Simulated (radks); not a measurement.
Values are calculated unless marked as measured or tabulated.
Valence configurations of neutral terbium (all share [Xe]). Level of theory: Dirac Kohn-Sham, PBE, spin-unpolarised, spherical densities, point nucleus; open shells are shared between the two j in proportion to 2j + 1 (a radial shooting solver on a logarithmic mesh with Libxc functionals). Energies are relative to 4f9 6s2; eigenvalues in eV.

\begin{tabular}{lrrrrrr}
valence & E (eV) & e(4f5/2) & e(4f7/2) & e(5d3/2) & e(5d5/2) & e(6p1/2) \\ \hline
4f9 6s2 & 0.000 & -3.467 & -2.683 & - & - & - \\
4f8.5 5d0.5 6s2 & 1.418 & -6.347 & -5.533 & -2.021 & -1.788 & - \\
4f9 6s1 6p1 & 2.604 & -4.846 & -4.061 & - & - & -1.952 \\
4f9.5 6s0.5 6p1 & 3.292 & -1.917 & -1.163 & - & - & -1.748 \\
4f9 5d2 & 5.015 & -2.380 & -1.597 & -0.980 & -0.843 & - \\
4f7 5d1 6s2 6p1 & 16.082 & -19.568 & -18.661 & -6.078 & -5.657 & -2.545 \\
4f7 5d1 6s1 6p2 & 19.744 & -20.803 & -19.896 & -7.072 & -6.633 & -3.066 \\
4f7 6s2 6p2 & 20.396 & -23.246 & -22.336 & - & - & -3.427 \\
4f7 6s1 6p3 & 24.538 & -24.420 & -23.510 & - & - & -3.882 \\
\end{tabular}

NIST lists [Xe] 4f9 6s2 as the ground configuration; this level of theory agrees among the configurations tried. The energies are those of spherical spin-averaged densities, not of single terms. No valid solution was reached for [Xe] 4f10 6s1.
